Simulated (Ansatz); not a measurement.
Ansatz (a quantum-chemistry and plane-wave program) input (r2SCAN0/def2-TZVPD):

Ansatz 0.2 input:
```yaml
crystal:
  periodic: [false, false, false]
  atoms:
    - {symbol: Ga, position_ang: [-0.17235545, -0.10141226, 0.00281224]}
    - {symbol: F, position_ang: [-1.61889575, -0.95254242, 0.02641472]}
    - {symbol: F, position_ang: [0.63186035, 1.44430545, -0.48414334]}
    - {symbol: F, position_ang: [1.58070417, -0.14245412, 0.44804202]}
basis:
  gaussian:
    orbitals: def2-TZVPD
hamiltonian:
  xc: {name: r2SCAN0}
total_charge: 1
magnetization: {spin_polarized: true, initial_magnetization: 1}
output: {forces: true}
```

End of the output:

```
integrals: 0.10 GiB planned
1015 factors; their error is unknown
mean field: 1.16 GiB planned
mean field evaluation 1: about -60505.4291 eV, gradient 6.2e1 eV
mean field evaluation 2: about -60474.2038 eV, gradient 1.2e2 eV
mean field evaluation 4: about -60516.1302 eV, gradient 6.4e0 eV
mean field evaluation 8: about -60516.4196 eV, gradient 1.7e-1 eV
mean field evaluation 16: about -60516.4198 eV, gradient 1.8e-3 eV
mean field -60516.41975894 eV, -2223.9374066384 hartree, gradient 3.3e-5 eV, S^2 0.763485; 1 other end points of the search recorded, 0 dependent functions left out
the calculation of the forces begins
reference -60516.41977604 eV, -2223.9374072669 hartree; 29, 28 occupied and 145, 146 virtual orbitals, 1015 factors
Total energy: -60516.41977604 eV, -2223.9374072669 hartree
Atom 0 at    -0.172355    -0.101412     0.002812 Å, force     0.064640     0.038034    -0.001055 eV/Å
Atom 1 at    -1.618896    -0.952542     0.026415 Å, force     0.644799     0.379393    -0.010521 eV/Å
Atom 2 at     0.631860     1.444305    -0.484143 Å, force    -0.126958    -0.589601     0.229550 eV/Å
Atom 3 at     1.580704    -0.142454     0.448042 Å, force    -0.582481     0.172174    -0.217975 eV/Å
Dipole moment:     0.024819     0.014603    -0.000405 e Å
```
